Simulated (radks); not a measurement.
The table gives one normalised radial function P(r) = r R(r) of Sc3+ in [Ar] (r in bohr). All-electron calculation, scalar-relativistic Kohn-Sham, PBE, spin-polarised, spherical densities, finite nucleus; Fermi nuclear charge, rms radius 3.5459 fm. Program: a radial shooting solver on a logarithmic mesh with Libxc functionals.

r,P
0.006078,0.1123
0.007665,0.1364
0.009744,0.1651
0.01229,0.1961
0.0155,0.2292
0.01954,0.2622
0.02484,0.2924
0.03133,0.3120
0.03951,0.3145
0.05023,0.2888
0.06335,0.2260
0.07989,0.1182
0.1007,-0.0352
0.1281,-0.2279
0.1615,-0.4132
0.2037,-0.5436
0.2569,-0.5552
0.3266,-0.3882
0.4118,-0.0500
0.5194,0.3935
0.655,0.8116
0.8327,1.0640
1.05,1.0478
1.324,0.8150
1.684,0.4886
2.123,0.2282
2.677,0.0783
3.377,0.0183

Which n and l does it have? It may be an empty orbital.

Answer. n = 3, l = 0: the number of nodes gives n - l - 1 = 2, the rise at small r (about r^(l+1)) gives l, and the extent must fit the shell. The curve is that of 3s. 3s: eigenvalue -86.430 eV, 2 radial nodes at r = 0.0960, 0.424 bohr, <r> = 1.06 bohr, 90 % of the charge inside 1.57 bohr.
